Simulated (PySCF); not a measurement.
PySCF input for Se(Cl)(NMe2) (C2H6ClNSe), SMILES CN(C)[Se]Cl, PBE/pcSseg-1. Geometry: B3LYP-D3(BJ)/def2-SVP. Other conformers were not sampled.

```python
import numpy as np
from pyscf import gto, scf, dft
from pyscf.prop.nmr import rks as nmr

mol = gto.M(
    atom='''
    Se    0.81780603    0.33534786    0.00000000
    Cl   -0.97815117    1.75023761   -0.00000000
    N     0.06252542   -1.29314352    0.00000001
    C    -0.58930942   -1.74226311   -1.22471053
    C    -0.58930944   -1.74226310    1.22471053
    H    -1.59761639   -1.30004970   -1.33681966
    H    -0.68960336   -2.83992398   -1.20238336
    H     0.01581990   -1.45837868   -2.09538395
    H    -0.68960337   -2.83992398    1.20238335
    H    -1.59761639   -1.30004969    1.33681965
    H     0.01581989   -1.45837867    2.09538397
    ''',
    basis='pcSseg-1',
    charge=0,
    spin=0,
    max_memory=1600,
    verbose=3,
)
mf = dft.RKS(mol, xc='pbe')
mf.grids.level = 3
mf.conv_tol = 1e-10
mf.max_cycle = 100
mf.kernel()
n = nmr.NMR(mf)
n.verbose = 2
n.max_cycle_cphf = 60
sigma = n.kernel()
print('atom   isotropic/ppm   span/ppm')
for i, s in enumerate(sigma):
    w = np.linalg.eigvalsh((s + s.T) / 2)
    print(f'{mol.atom_symbol(i):2s}{i + 1:3d} {w.mean():14.3f} {w[2] - w[0]:11.3f}')
```

Log of the run:

```
converged SCF energy = -2995.32288931945
atom   isotropic/ppm   span/ppm
Se  1       -272.266    1341.742
Cl  2        834.439     734.175
N   3        130.717     114.022
C   4        125.445      94.544
C   5        125.445      94.544
H   6         27.800       8.911
H   7         28.259      10.399
H   8         28.038       9.682
H   9         28.259      10.399
H  10         27.800       8.911
H  11         28.038       9.682
```

Self-consistency was reached.

Cost: about 60 core-seconds (a rough figure).
